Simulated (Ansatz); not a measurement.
```xyz
5

C    -0.0029   -0.0458   -0.6317
N     0.0249   -0.0982    0.6485
H     0.0352    0.9194    1.0597
H    -0.0159   -0.9979   -1.1867
H    -0.0394    0.8813   -1.2322
```

Basis set: STO-3G (spherical functions). Frozen core: 2 orbitals. Charge 0, multiplicity 1.

Computed with Ansatz (development build ahead of 0.2.0); each method stands on the lowest determinant of its kind that the runs found. Restricted open shells among the atoms or ions are ROHF, correlated in semicanonical orbitals with singles.

The atomization energy at this shape (free ground-state atoms in the same class of orbitals less the molecule, no zero-point energy) of singlet CH3N:

```csv
method,atomization energy
RHF,13.69 eV
```

Q: What does RHF-MP2 give?

A: 16.85 eV.

This basis has no polarisation functions and is too small for such energies, which can lie far from measured ones in either direction.
